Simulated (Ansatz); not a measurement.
`[Ag][Ag]` + `BrI` → `[Ag][I]` + `[Br][Ag]` at 400 K and 1 bar (formal exchange of groups at the Ag–Ag bond).

Program: Ansatz. Geometries: PBE0-D4/def2-TZVP. ΔE: electronic, gas phase. CCSD(T)/CBS adds triple-zeta CCSD(T) − MP2 to the extrapolated MP2 energy (def2 sets, frozen cores). Elements past krypton have def2 core potentials. For Ag, Br, I outer-core shells are correlated without core-valence functions, which leaves a few kJ/mol of doubt a bond. Scalar relativity is left out up to krypton.

```json
{"species": "`[Ag][Ag]`", "CCSD(T)/CBS energy (Eh)": "-293.86984", "H − E (kJ/mol)": "15.1", "S (J/(mol·K))": "268.7"}
{"species": "`BrI`", "CCSD(T)/CBS energy (Eh)": "-2870.75852", "H − E (kJ/mol)": "15.2", "S (J/(mol·K))": "269.1"}
{"species": "`[Ag][I]`", "CCSD(T)/CBS energy (Eh)": "-444.41059", "H − E (kJ/mol)": "15.1", "S (J/(mol·K))": "275.4"}
{"species": "`[Br][Ag]`", "CCSD(T)/CBS energy (Eh)": "-2720.28144", "H − E (kJ/mol)": "15.2", "S (J/(mol·K))": "268.1"}
```

H − E and S are ideal-gas, rigid-rotor, harmonic terms from PBE0-D4/def2-TZVP. 1 Eh = 2625.50 kJ/mol, R = 8.31446 J/(mol·K).

By hand: ΔE, ΔH, ΔS and ΔG.

ΔE = (-444.41059) + (-2720.28144) − (-293.86984) − (-2870.75852) = -0.06367 Eh = -167.2 kJ/mol. Δ(H − E) = 15.1 + 15.2 − 15.1 − 15.2 = 0.0, so ΔH = -167.2 kJ/mol. ΔS = 275.4 + 268.1 − 268.7 − 269.1 = 5.7 J/(mol·K). ΔG = -167.2 − 400 × (5.7)/1000 = -169.5 kJ/mol.

By hand: the equilibrium constant, and the temperature at which ΔG would vanish if ΔH and ΔS stayed fixed.

log₁₀ K = −ΔG/(RT ln 10) = 22.1. ΔH and −TΔS have one sign here, so there is no such temperature. One of them is within its doubt of zero, so this could turn.

The number of gas molecules stays the same, so ΔS is small and ΔH decides. A doubt of 5 kJ/mol in ΔE shifts log₁₀ K by 0.7 here. These are equilibria of isolated gas molecules and say nothing of rates. Largest T1 diagnostic: 0.016 (customary marks: 0.02 for closed shells, 0.045 for open ones).
